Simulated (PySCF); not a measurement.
What does the PBE/def2-TZVP structure of `C#CC#C` (diacetylene) look like in three dimensions?

```
atom  x, y, z in Å
C1     1.861    0.314    0.046
C2     0.660    0.116    0.079
C3    -0.683   -0.105    0.116
C4    -1.885   -0.304    0.150
H5     2.917    0.489    0.018
H6    -2.940   -0.479    0.180
```

Any rigid rotation of these coordinates is as good. Atoms count from 1 in this order. The C–C distances run from 1.218 Å (C1≡C2, drawn triple) to 1.361 Å (C2–C3, drawn single), a spread of 0.143 Å.

Bonds between heavy atoms (Å): C1≡C2 1.218, C2–C3 1.361, C3≡C4 1.218.

The calculation used PBE/def2-TZVP geometry optimisation, gas phase in PySCF.

Point group: D∞h (every atom within 0.08 Å of its image). PBE/def2-TZVP frequencies: not computed here.

---

**Question.** Give a GFN2-xTB geometry of `CS(=O)(=O)[O-]`. (Charge -1.)

**Answer.** 
```xyz
8
CH3O3S angstrom
C     -0.9249   -0.1376    0.0172
S      0.8983    0.1348   -0.0231
O      1.3622   -0.6503   -1.1673
O      1.0474    1.5800   -0.1946
O      1.3736   -0.3612    1.2687
H     -1.0979   -1.1979    0.1396
H     -1.3189    0.4219    0.8544
H     -1.3306    0.2197   -0.9194
```

Any rigid rotation of these coordinates is as good. Atoms count from 1 in this order. S2 (sulfonyl sulfur) is distorted tetrahedral (angles from 104.4° to 114.0°). All 3 O–S bonds measure 1.463 Å.

Bonds between heavy atoms (Å): C1–S2 1.844, S2=O3 1.463, S2=O4 1.463, S2–O5 1.463.

Computed geometry: GFN2-xTB, gas phase.

Point group: C3v (every atom within 0.08 Å of its image). Stationary, but not proved a minimum.

---

Write a Z-matrix for `[OH][W]([OH])(=[S])=[S]` (WS2(OH)2) as optimised with PBE0-D3(BJ)/def2-SVP. (Singlet state.)

Z-matrix in Å and degrees, rows numbered from 1:
```
W 
S   1  2.1332
S   1  2.1314  2  106.99
O   1  1.8637  2  109.96  3  -119.17
H   4  0.9631  1  134.13  2    60.60
O   1  1.8644  2  109.94  3   119.05
H   6  0.9633  1  133.54  2   -59.74
```

W1 (tungsten bonded to 2 O and 2 S) is tetrahedral (angles from 107.0° to 110.4°).

The calculation used PBE0-D3(BJ)/def2-SVP geometry optimisation, gas phase, def2 core potentials past Kr in PySCF 2.14.0.

PBE0-D3(BJ)/def2-SVP frequencies: not computed here. Torsions: S2–W1–O4–H 61°, S2–W1–O6–H -60°.
